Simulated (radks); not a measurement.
The numbers below are computed, except where a source is named.
Species: neutral nickel. Configuration: [Ar] 3d8 4s2. Level of theory: scalar-relativistic Kohn-Sham, r2SCAN, spin-polarised, spherical densities, finite nucleus; open shells are filled with parallel spins first; meta-GGA in the generalised Kohn-Sham scheme; Fermi nuclear charge, rms radius 3.7757 fm (a radial shooting solver on a logarithmic mesh with Libxc functionals). Some entries of the table are withheld. Estimate them.

orbital,occ.,eigenvalue (eV),<r> (bohr)
1s down,1,-8238.648,0.05410
1s up,1,-8238.642,0.05410
2s up,1,-992.5325,0.2446
2s down,1,-991.0785,0.2444
2p up,3,-852.1286,0.2153
2p down,3,-851.0270,0.2151
3s up,1,(1),(2)
3s down,1,(3),(4)
3p up,3,-75.0356,0.7771
3p down,3,-72.1086,0.7805
3d up,5,-10.2733,0.9875
3d down,3,-7.6276,1.037
4s up,1,(5),2.760
4s down,1,(6),2.857

Answer. 
(1) 3s up eigenvalue (eV): -116.2144
(2) 3s up <r> (bohr): 0.7387
(3) 3s down eigenvalue (eV): -113.2588
(4) 3s down <r> (bohr): 0.7406
(5) 4s up eigenvalue (eV): -6.0352
(6) 4s down eigenvalue (eV): -5.7022
